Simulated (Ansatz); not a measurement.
`N[BH][SnH]([F])[Cl]` + HBr → `[F][SnH]([Cl])[Br]` + `BN` at 500 K and 1 bar (cleavage of the Sn–B bond).

Program: Ansatz. Geometries: PBE0-D4/def2-TZVP. ΔE: electronic, gas phase. CCSD(T)/CBS adds triple-zeta CCSD(T) − MP2 to the extrapolated MP2 energy (def2 sets, frozen cores). This one scheme is used for every species. Elements past krypton have def2 core potentials. For Br, Sn outer-core shells are correlated without core-valence functions, which leaves a few kJ/mol of doubt a bond. Scalar relativity is left out up to krypton. One conformer a species, not always the lowest.

```tsv
species	CCSD(T)/CBS energy (Eh)	H − E (kJ/mol)	S (J/(mol·K))
`N[BH][SnH]([F])[Cl]`	-855.62258	182.2	440.6
HBr	-2573.91920	30.5	213.7
`[F][SnH]([Cl])[Br]`	-3347.63611	65.5	401.6
`BN`	-81.93499	148.8	257.4
```

H − E and S are ideal-gas, rigid-rotor, harmonic terms from PBE0-D4/def2-TZVP, for one conformer and one mirror image of each species. 1 Eh = 2625.50 kJ/mol, R = 8.31446 J/(mol·K).

Question: By hand: ΔE, ΔH, ΔS and ΔG.

Answer: ΔE = (-3347.63611) + (-81.93499) − (-855.62258) − (-2573.91920) = -0.02932 Eh = -77.0 kJ/mol. Δ(H − E) = 65.5 + 148.8 − 182.2 − 30.5 = 1.6, so ΔH = -75.4 kJ/mol. ΔS = 401.6 + 257.4 − 440.6 − 213.7 = 4.7 J/(mol·K). ΔG = -75.4 − 500 × (4.7)/1000 = -77.8 kJ/mol.

Question: By hand: the equilibrium constant, and the temperature at which ΔG would vanish if ΔH and ΔS stayed fixed.

Answer: log₁₀ K = −ΔG/(RT ln 10) = 8.1. ΔH and −TΔS have one sign here, so there is no such temperature. One of them is within its doubt of zero, so this could turn.

The number of gas molecules stays the same, so ΔS is small and ΔH decides. A doubt of 5 kJ/mol in ΔE shifts log₁₀ K by 0.5 here. Other conformers and mirror images would add mixing entropy, several J/(mol·K) or more a flexible species. These are equilibria of isolated gas molecules and say nothing of rates. Largest T1 diagnostic: 0.014 (customary marks: 0.02 for closed shells, 0.045 for open ones).
